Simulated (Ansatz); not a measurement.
System: 2,2-difluorooxetane, C$_{3}$H$_{4}$F$_{2}$O, charge 0, multiplicity 1. 
Geometry from a B3LYP-D3(BJ)/def2-TZVP (Ansatz, a program for electronic structure) optimisation:
```xyz
10

F      1.3489     0.4191    -0.7938
C      0.3744     0.0737     0.0819
F      0.9919    -0.0711     1.2792
C     -0.8890     0.9275     0.0662
C     -1.5690    -0.3837    -0.3609
O     -0.2840    -1.0816    -0.3047
H     -0.8741     1.7204    -0.6758
H     -1.1699     1.3143     1.0414
H     -1.9768    -0.4061    -1.3700
H     -2.2730    -0.8128     0.3499
```
Charge 0, spin multiplicity 1.

Basis-set convergence of Hartree-Fock and CCSD(T) correlation energies (hartree) with Ansatz. Correlated levels leave the core frozen unless marked. No spin-orbit coupling. Non-relativistic.

```csv
basis,functions,E(HF),"E(corr, CCSD(T))",rough core time
cc-pVDZ,104,-389.67231,-1.01670,under 20 s
cc-pVTZ,236,…,…,2.7 min
```

**Question.** Some entries are withheld; supply them.

**Answer.** 
- cc-pVTZ, E(HF): -389.79795
- cc-pVTZ, E(corr, CCSD(T)): -1.29067
